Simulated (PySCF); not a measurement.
A small calculation by hand: chemical shift, span and skew from a shielding tensor

C₃H₂FNS, SMILES Fc1cscn1. Atoms are numbered in the order given.

```xyz
8

F     -0.2028     2.2903     0.0000
C     -0.0423     0.9767     0.0000
C     -1.0846     0.0804     0.0000
S     -0.4260    -1.5105     0.0000
C      1.1694    -0.8252     0.0000
N      1.2127     0.4789     0.0000
H     -2.1541     0.2815     0.0000
H      2.0523    -1.4691     0.0000
```

The structure is a stationary point at r2SCAN-D4/def2-SVP.

GIAO shieldings from HF/pcSseg-1 in PySCF, non-relativistic, no solvent. The symmetric part of the tensor of N6 has the principal values -393.3, -100.0, 233.5 ppm. The same nucleus in NH3 has σ = 267.3 ppm at this level (PySCF, at its B3LYP-D3(BJ)/def2-TZVP geometry).

### Question
Work out the isotropic shielding, the ¹⁵N shift against NH3, the span and the skew.

### Answer

σ(iso) = (σ11 + σ22 + σ33)/3 = -86.6 ppm. δ = σ(ref) − σ(iso) = 267.3 − (-86.6) = 353.9 ppm.
Span Ω = σ33 − σ11 = 626.8 ppm. Skew κ = 3(σ(iso) − σ22)/Ω = 0.06. Tumbling in solution averages the tensor to δ; in a static solid the shielding alone would spread this spin-1/2 line over Ω.
